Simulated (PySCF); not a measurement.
# Which proton of 1,4-bis(trifluoromethyl)benzene is most acidic?

System: 1,4-bis(trifluoromethyl)benzene, `FC(F)(F)c1ccc(C(F)(F)F)cc1` (C8H4F6). Non-hydrogen atoms are numbered in `[F:1][C:2]([F:3])([F:4])[c:5]1[cH:6][cH:7][c:8]([C:9]([F:10])([F:11])[F:12])[cH:13][cH:14]1`. These are map numbers, not IUPAC locants.

Energies: ωB97X-D3(BJ)/ma-def2-SVP (PySCF, density fitting, integration grid level 2) on PBE0-D3(BJ)/ma-def2-SVP structures. The prefix ma- adds one diffuse s and one diffuse p function on all atoms but H. ωB97X-D3(BJ) is ωB97X-V with D3(BJ) in place of VV10. Thermal corrections: GFN2-xTB frequencies, unscaled, ideal gas at 298.15 K and 1 bar, quasi-RRHO entropy. These were taken at the GFN2-xTB minima.

| site | product | ΔH(acid) / kJ/mol | ΔG(acid) / kJ/mol |
| --- | --- | --- | --- |
| C6 (aromatic carbon) | `FC(F)(F)c1[c-]cc(C(F)(F)F)cc1` | 1581 | 1549 |

ΔH and ΔG refer to AH → A⁻ + H⁺ in the gas phase. Sites whose products fell apart, merged with another or lost in a GFN2-xTB screen aren't listed.

In acetone the product from C6 is solvated 184 kJ/mol more strongly than the parent (electrostatics only).

In DMSO the product from C6 is solvated 190 kJ/mol more strongly than the parent (electrostatics only).

Measured values (NIST Chemistry WebBook, evaluated or the median of agreeing entries): deprotonation enthalpy (ΔH) 1570 kJ/mol (computed 1581, difference 11); gas-phase acidity (ΔG) 1534 kJ/mol (computed 1549, difference 15).

Note: ma-def2-SVP is a small basis, whose errors can reach tens of kJ/mol.

Structures, frequencies and single points took 17 min of wall time on 1 thread of Arm Neoverse V1 (shared host), launched as `OMP_NUM_THREADS=1 python redox_run.py task.json out`.
